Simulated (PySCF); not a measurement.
Compound: C6H18NP2 (charge +1).
Bonds: C1–P2, P2–C3, P2–C4, P2–N5 (double), N5–P6, P6–C7, P6–C8, P6–C9. Hydrogens: H10, H11, H12 on C1; H13, H14, H15 on C3; H16, H17, H18 on C4; H19, H20, H21 on C7; H22, H23, H24 on C8; H25, H26, H27 on C9.

Level: PBE0/pcSseg-1 in PySCF, non-relativistic, on one gas-phase PBE0-D3(BJ)/def2-SVP geometry that isn't relaxed in the solvent. The solvent is an IEF-PCM continuum (Bondi radii, 1.10 Å for H, scaled by 1.2). Only the electrostatic response of the medium enters.

Gas phase at PBE0/pcSseg-1: HOMO -11.32 eV, LUMO -2.96 eV.

**Question.** What does the continuum do to the energy and the frontier levels at PBE0/pcSseg-1 in dichloromethane and acetone?

**Answer.** 
```tsv
solvent	ε	E(solvent) − E(gas) (kcal/mol)	polarisation term (kcal/mol)	distortion of the solute (kcal/mol)	HOMO (eV)	LUMO (eV)
dichloromethane	8.93	-43.75	-44.36	0.61	-7.98	0.46
acetone	20.49	-47.09	-47.91	0.82	-7.75	0.71
```

Polarisation term: ½ Σ q·V over the induced surface charges. Distortion: the rise of the solute's own energy as its density leaves the gas-phase optimum. From dichloromethane to acetone the lowering changes by a factor 1.08, Born's factor 1 − 1/ε by 1.07 and ε itself by 2.3.

**Question.** Which radius a makes Born's formula ΔE = −(q²/2a)(1 − 1/ε) give the value in acetone?

**Answer.** a = q²(1 − 1/ε)/(2|ΔE|) = 3.35 Å, with q = +1 e and |ΔE| = 0.0751 Eh; the farthest nucleus lies 3.87 Å from the centroid of the nuclei. The formula assumes a point charge at the centre of a sphere.

**Question.** Which ESP-fitted charges (PBE0/pcSseg-1) respond most in acetone (means over atoms taken as equivalent)?

**Answer.** 
| atoms | environment | gas (e) | solvent (e) | change |
| --- | --- | --- | --- | --- |
| P2/P6 | phosphorus bonded to 3 C and N | +1.142 | +1.308 | +0.166 |
| N5 | nitrogen bonded to 2 P | -0.913 | -1.050 | -0.137 |
| C1 (×6) | sp3 carbon bound to phosphorus | -0.710 | -0.744 | -0.034 |
| H10 (×18) | methyl hydrogen | +0.216 | +0.217 | +0.001 |

**Question.** How do the nuclear quadrupole coupling constants eQVzz/h respond in acetone?

**Answer.** 
```
  nucleus  Q (barn)  gas (MHz)  solvent (MHz)  η gas  η solvent
14N at N5   0.02044       3.81           3.82   0.31       0.28
```

Hardware: one thread of an AMD EPYC 9R14, shared host with 96 logical CPUs at a one-minute load of 60. Cost: 68 s wall, 1.5 GiB resident at most. This is the whole shielding run at PBE0/pcSseg-1 in acetone, SCF included.

The values belong to the conformer `[CH3:1][P:2]([CH3:3])([CH3:4])=[N:5][P+:6]([CH3:7])([CH3:8])[CH3:9]`: P2–N5–P6–C7 -65°.
